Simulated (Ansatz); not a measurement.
Reaction (redistribution): `C[O][AlH][BH]S` + `[SiH3][SiH2]S` → `C[O][AlH][SiH2][SiH3]` + `SBS`

Isolated molecules relaxed with PBE0-D4/def2-TZVP in Ansatz; ΔE leaves out vibrations. CBS: MP2 limit from def2 TZ/QZ plus the TZ coupled-cluster correction, frozen cores. Functionals use def2-TZVPP. Each species was taken in one conformer, which may not be the lowest.

```tsv
level	ΔE (kJ/mol)
r2SCAN-D4	-65.0
ωB97X-V	-57.8
ωB97M-V	-55.3
PBE0	-64.4
MP2/def2-TZVPP	-60.1
HF/def2-QZVPP	-48.6
SCS-MP2/def2-QZVPP	-54.3
HF/CBS(def2)	-48.5
```

(1) What does CCSD(T)/CBS give? (Best estimate.)

Largest T1 diagnostic among the species: 0.015.

Results:

(1) Ansatz gave: -56.2 kJ/mol. The listed levels differ from it by -8.8, -1.6, 0.9, -8.2, -3.9, 7.6, 1.9, 7.7 kJ/mol.

In def2-TZVPP, CCSD(T) changes the Hartree–Fock value by −10.2 kJ/mol (the triples alone add −2.0 kJ/mol) and MP2 by −10.5 kJ/mol.
